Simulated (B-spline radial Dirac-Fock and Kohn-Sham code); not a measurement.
## Relativistic shifts of the levels of Xe³⁺

System: the Xe³⁺ ion in the configuration [Kr] 4d10 5s2 5p3.

Both columns are ΔSCF binding energies of the configuration average from an atomic code on a B-spline grid: non-relativistic Hartree-Fock with a point nucleus, and Dirac-Fock with a finite nucleus and the Coulomb interaction alone, averaged over the two j levels with weights 2j+1.

```
shell  Hartree-Fock (eV)  Dirac-Fock (eV)  shift (eV)  shift (%)
   1s            33289.2          34723.8    +1434.58      +4.31
   2s             5152.9           5508.5     +355.60      +6.90
   2p             4835.1           4940.6     +105.47      +2.18
   3s             1113.1           1189.8      +76.73      +6.89
   3p              977.7           1001.6      +23.86      +2.44
   3d              728.4            718.1      -10.34      -1.42
   4s              242.9            258.6      +15.70      +6.46
   4d              105.3            102.5       -2.72      -2.58
   5s              53.29            55.62       +2.33      +4.38
   5p              41.17            41.48       +0.31      +0.74
```

Relativity binds 1s, 2s, 2p, 3s, 3p, 4s, 5s, 5p more strongly, among those listed most of all 2s in relative terms, and 3d, 4d more weakly, because the contracted s and p shells screen the nucleus better.

Values without a named source are computed, but for edge energies of neutral atoms, which are taken from tables.
